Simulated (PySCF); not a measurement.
Radial density of Ar (argon, neutral)

UHF, [Ar], closed-shell 1S. Calculation: PySCF 2.14, in dyall-acv3z (19s12p6d4f, 113 functions); no relativity, point nucleus.

```
r (bohr)  4πr²ρ (e/bohr)
 0.00132         0.07993
 0.00222          0.2190
 0.00373          0.5866
 0.00627           1.515
  0.0105           3.676
  0.0177           8.035
  0.0298           14.77
  0.0502           20.45
  0.0844           18.79
   0.142           14.47
   0.239           19.77
   0.402           17.11
   0.676           5.125
    1.14           5.645
    1.91           3.356
    3.22          0.4192
    5.41        0.008064
```
